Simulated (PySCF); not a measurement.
Isomers of C5H14GeO.

All values: wB97X-D/def2-SVPD (PySCF) at PBE0-D3(BJ)/def2-SVP geometries, gas phase, one conformer each. Core orbitals are frozen in the response; Δα² is half the sum of the squared differences of the principal polarisabilities. The calculation is non-relativistic, for germanium too.

Question: Rank by HOMO energy, lowest first.
A. `[CH3:1][CH:2]([CH3:3])[CH2:4][CH2:5][O:6][GeH3:7]` with C1–C2–C4–C5 60°, C2–C4–C5–O6 57°, C4–C5–O6–Ge7 -175°
B. `[CH3:1][CH2:2][CH2:3][C@@H:4]([CH3:5])[O:6][GeH3:7]` with C1–C2–C3–C4 174°, C2–C3–C4–C5 63°, C3–C4–O6–Ge7 75°
C. `[CH3:1][CH2:2][CH2:3][Ge@H:4]([CH3:5])[O:6][CH3:7]` with C1–C2–C3–Ge4 178°, C2–C3–Ge4–C5 57°, C3–Ge4–O6–C7 -60°

Answer: A (-9.59 eV), B (-9.47 eV), C (-9.23 eV).

Question: Rank by polarisability anisotropy Δα, highest first.
A. `[CH3:1][CH:2]([CH3:3])[CH2:4][CH2:5][O:6][GeH3:7]` with C1–C2–C4–C5 60°, C2–C4–C5–O6 57°, C4–C5–O6–Ge7 -175°
B. `[CH3:1][CH2:2][CH2:3][Ge@H:4]([CH3:5])[O:6][CH3:7]` with C1–C2–C3–Ge4 178°, C2–C3–Ge4–C5 57°, C3–Ge4–O6–C7 -60°
C. `[CH3:1][C:2]([CH3:3])([CH3:4])[CH2:5][O:6][GeH3:7]` with C2–C5–O6–Ge7 179°

Answer: A (3.10 Å³), C (2.61 Å³), B (2.33 Å³).

All values together:

```json
{"SMILES": "CC(C)(C)C[O][GeH3]", "μ (D)": "1.08", "HOMO (eV)": "-9.62", "LUMO (eV)": "1.79", "α (Å³)": "14.39", "Δα (Å³)": "2.61", "ΔSCF removal energy (eV)": "9.77"}
{"SMILES": "CCC[C@@H](C)[O][GeH3]", "μ (D)": "1.18", "HOMO (eV)": "-9.47", "LUMO (eV)": "1.81", "α (Å³)": "14.38", "Δα (Å³)": "3.11", "ΔSCF removal energy (eV)": "9.55"}
{"SMILES": "CC(C)CC[O][GeH3]", "μ (D)": "1.05", "HOMO (eV)": "-9.59", "LUMO (eV)": "1.79", "α (Å³)": "14.41", "Δα (Å³)": "3.10", "ΔSCF removal energy (eV)": "9.75"}
{"SMILES": "CC(C)[C@@H](C)[O][GeH3]", "μ (D)": "1.01", "HOMO (eV)": "-9.53", "LUMO (eV)": "1.80", "α (Å³)": "14.29", "Δα (Å³)": "3.10", "ΔSCF removal energy (eV)": "9.60"}
{"SMILES": "CC[CH2][Ge@H]([CH3])[O]C", "μ (D)": "1.39", "HOMO (eV)": "-9.23", "LUMO (eV)": "2.13", "α (Å³)": "14.23", "Δα (Å³)": "2.33", "ΔSCF removal energy (eV)": "9.36"}
```

Conformers: `[CH3:1][C:2]([CH3:3])([CH3:4])[CH2:5][O:6][GeH3:7]` with C2–C5–O6–Ge7 179°; `[CH3:1][CH2:2][CH2:3][C@@H:4]([CH3:5])[O:6][GeH3:7]` with C1–C2–C3–C4 174°, C2–C3–C4–C5 63°, C3–C4–O6–Ge7 75°; `[CH3:1][CH:2]([CH3:3])[CH2:4][CH2:5][O:6][GeH3:7]` with C1–C2–C4–C5 60°, C2–C4–C5–O6 57°, C4–C5–O6–Ge7 -175°; `[CH3:1][CH:2]([CH3:3])[C@@H:4]([CH3:5])[O:6][GeH3:7]` with C1–C2–C4–C5 -178°, C2–C4–O6–Ge7 149°; `[CH3:1][CH2:2][CH2:3][Ge@H:4]([CH3:5])[O:6][CH3:7]` with C1–C2–C3–Ge4 178°, C2–C3–Ge4–C5 57°, C3–Ge4–O6–C7 -60°.
